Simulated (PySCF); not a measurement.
Au(Me)(CNMe), C₃H₆AuN, SMILES C[N+]#[C-]->[Au][CH3] (CAM-B3LYP/def2-SVP optimised geometry):

```
11

Au     1.250    -0.231     0.000
C      3.308    -0.231     0.000
H      3.710     0.795    -0.045
H      3.711    -0.781    -0.866
H      3.711    -0.704     0.910
C     -3.337    -0.229    -0.007
N     -1.922    -0.230    -0.004
C     -0.761    -0.230    -0.002
H     -3.707    -0.803    -0.867
H     -3.708     0.803    -0.075
H     -3.711    -0.686     0.919
```

Level of theory: CAM-B3LYP/def2-TZVP, def2 effective core potentials past Kr in PySCF 2.14.0.

Question: What are the frontier orbital energies and the dipole moment?

Answer: HOMO-2 -9.39 eV, HOMO-1 -9.39 eV, HOMO -7.73 eV, LUMO 0.28 eV, LUMO+1 0.28 eV; dipole moment 7.58 D.

On the same geometry PBE/def2-TZVP, def2 effective core potentials past Kr (PySCF) gives HOMO-2 -6.59 eV, HOMO-1 -6.59 eV, HOMO -5.49 eV, LUMO -1.58 eV, LUMO+1 -1.58 eV; dipole moment 7.01 D.
